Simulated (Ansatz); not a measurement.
Isolated molecules relaxed with PBE0-D4/def2-TZVP in Ansatz; ΔE leaves out vibrations. CBS: MP2 limit from def2 TZ/QZ plus the TZ coupled-cluster correction, frozen cores. This one scheme is used for every species. Functionals use def2-TZVPP. B3LYP here is the variant with VWN-RPA as its local correlation; programs differ in this. For Ga outer-core shells are correlated without core-valence functions, which leaves a few kJ/mol of doubt a bond. Scalar relativity is left out up to krypton. One conformer a species, not always the lowest.

Consider the ligand exchange at a Ga–C bond: `[CH3][Ga]([CH3])[CH]=O` + `[CH3][Ga]([CH3])[OH]` → `[CH3][Ga]([CH3])[O][Ga]([CH3])[CH3]` + `C=O`.

```
             level  ΔE (eV)
             B3LYP    -0.93
CCSD(T)/def2-TZVPP    -1.09
    MP2/def2-QZVPP    -1.12
SCS-MP2/def2-QZVPP    -1.12
```

(1) What does CCSD(T)/CBS give? (An estimate is asked.)

Largest T1 diagnostic among the species: 0.015.

## Answers

(1) The calculation gave: -1.04 eV. The listed levels differ from it by 0.11, -0.05, -0.08, -0.08 eV.

From PBE to PBE0 (25 % exact exchange), in def2-TZVPP and without D4, ΔE moves by −0.06 eV. The D4 term adds −0.09 eV with B3LYP and −0.06 eV with PBE0; it sums over pairs of atoms, weighted by their polarisabilities, and B3LYP, whose exchange is more repulsive, gets the larger term.
